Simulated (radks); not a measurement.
Exchange energies: the exact (Fock) value of the Kohn-Sham orbitals and density-functional approximations, as 100 (|E| - |E exact|)/|E exact|, negative where the magnitude is too small. Species: Te+ [Kr] 4d10 5s2 5p3; Mo41+ 1s1; B2+ [He] 2s1. Method: non-relativistic Kohn-Sham, exchange-only LDA, spin-polarised, spherical densities, point nucleus; computed with a radial shooting solver on a logarithmic mesh with Libxc functionals. Every spin shell is full or empty, so the densities are truly spherical. Functionals are evaluated on that one density, not self-consistently.

functional            Te+     Mo41+       B2+
exact (hartree)  -168.438  -13.1075  -3.19154
LDA                 -4.78    -14.22    -13.35
B88                 +0.02     -0.87     -0.27
revPBE              -0.29     -0.63     +0.08
RPBE                -0.24     -0.41     +0.37
PW86                -0.21     -0.36     +0.50
OPTX                +1.27     -0.60     -0.12
AM05                -4.46    -11.02    -10.41
SOGGA               -2.25     -6.56     -5.76
B86b                -0.01     -1.14     -0.34
G96                 +0.35     -0.41     -0.08
EV93                -0.33     +3.70     +4.47
APBE                +0.30     -0.56     +0.32
TPSS                -0.31     0.00     +0.38
r2SCAN              -0.11     0.00     -0.10
